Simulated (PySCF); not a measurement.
## Worked example: refractive index and permittivity of the vapour

S₄, SMILES S=S(=S)=S.

Geometry: ωB97X-D3(BJ)/def2-SVP.

PBE/def2-TZVPD (PySCF) gives a mean static polarisability of 93.3 bohr³ and a dipole moment of 0.00 D. Take an ideal gas at 298.15 K and 1 bar, whether or not the substance is that volatile.

### Question
Work out n − 1 in the optical limit and the static ε − 1.

### Answer

Polarisability volume α' = 93.3 × 0.148185 = 13.83 Å³. Number density N = p/kT = 2.43e-5 Å⁻³.
Dilute limit of Lorentz–Lorenz: n − 1 = 2π N α' = 0.0021.
Orientation term of Debye: μ²/(3kT) = 8.098 Å³ × μ²(D²) = 0.00 Å³.
ε − 1 = 4π N (α' + μ²/3kT) = 0.0042. With no permanent dipole, ε equals n² in this model. Vibrational polarisation and dispersion are left out.
